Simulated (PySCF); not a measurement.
Geometry:
| atom | x (Å) | y (Å) | z (Å) |
| --- | --- | --- | --- |
| C1 | 4.028 | 1.296 | -0.003 |
| C2 | 3.848 | -0.014 | 0.750 |
| C3 | 2.423 | -0.563 | 0.725 |
| C4 | 1.420 | 0.336 | 1.425 |
| S5 | -0.289 | -0.322 | 1.482 |
| Si6 | -0.863 | -0.380 | -0.586 |
| C7 | -0.378 | -1.920 | -1.527 |
| Cl8 | 0.042 | 1.249 | -1.552 |
| Si9 | -3.164 | 0.027 | -0.577 |
| C10 | -4.075 | -1.034 | 0.666 |
| C11 | -3.473 | 1.851 | -0.321 |
| Cl12 | -3.815 | -0.513 | -2.497 |
| H13 | 5.087 | 1.596 | -0.036 |
| H14 | 3.471 | 2.123 | 0.464 |
| H15 | 3.670 | 1.210 | -1.042 |
| H16 | 4.516 | -0.777 | 0.315 |
| H17 | 4.177 | 0.107 | 1.798 |
| H18 | 2.114 | -0.696 | -0.326 |
| H19 | 2.394 | -1.561 | 1.191 |
| H20 | 1.689 | 0.477 | 2.484 |
| H21 | 1.370 | 1.330 | 0.958 |
| H22 | 0.711 | -2.008 | -1.647 |
| H23 | -0.850 | -1.893 | -2.521 |
| H24 | -0.746 | -2.808 | -0.988 |
| H25 | -5.154 | -0.814 | 0.644 |
| H26 | -3.937 | -2.105 | 0.452 |
| H27 | -3.696 | -0.829 | 1.680 |
| H28 | -4.546 | 2.087 | -0.376 |
| H29 | -3.094 | 2.146 | 0.671 |
| H30 | -2.938 | 2.440 | -1.081 |

Geometry: PBE0-D3(BJ)/def2-SVP; GIAO shifts from PySCF 2.14.0 with density-fitted response routines, gas phase, non-relativistic, averaged over equivalent atoms.

At WP04/pcSseg-1 (329 basis functions):
```csv
atoms,δ (ppm)
C3,38.8
C4,35.7
C2,27.3
C1,15.8
C7,9.2
C10,2.4
C11,1.8
S5,-91.3
Si6,45.3
Si9,30.5
Cl8,-37.1
Cl12,-44.6
H21,2.88
H20,1.98
H19,1.52
H16,1.40
H18,1.27
H17,1.12
H13/H14/H15,0.97
H22/H23/H24,0.78
H28/H29/H30,0.60
H25/H26/H27,0.42
```

References, each an isolated molecule treated in the same way: ¹³C (σ = 172.44 ppm) and ²⁹Si (σ = 338.69 ppm) and ¹H (σ = 31.56 ppm) against TMS; CS2 for ³³S (σ = 462.27 ppm); ³⁵Cl (σ = 900.97 ppm) vs HCl.

Question: What do these become at PBE0/pcSseg-1?

Answer: 
```csv
atoms,δ at PBE0/pcSseg-1,change
C3,38.2,-0.6
C4,31.7,-4.0
C2,25.3,-2.0
C1,13.9,-1.9
C7,9.5,+0.3
C10,1.8,-0.6
C11,1.3,-0.5
S5,-115.3,-24.0
Si6,39.1,-6.2
Si9,27.8,-2.7
Cl8,-11.4,+25.7
Cl12,-12.3,+32.3
H21,2.97,+0.09
H20,2.04,+0.06
H19,1.58,+0.06
H16,1.50,+0.10
H18,1.30,+0.03
H17,1.16,+0.04
H13/H14/H15,0.99,+0.02
H22/H23/H24,0.79,+0.01
H28/H29/H30,0.59,-0.01
H25/H26/H27,0.43,+0.01
```

Shifts are taken against calculated references (same method and geometry level): TMS for ¹³C (σref 184.41) and ²⁹Si (σref 351.99) and ¹H (σref 31.27); ³³S (σref 495.66) against CS2; HCl for ³⁵Cl (σref 943.27).

The largest change is at Cl12 (chlorine bonded to Si). Cost: 329 basis functions. The order of the carbon signals is the same at both levels.
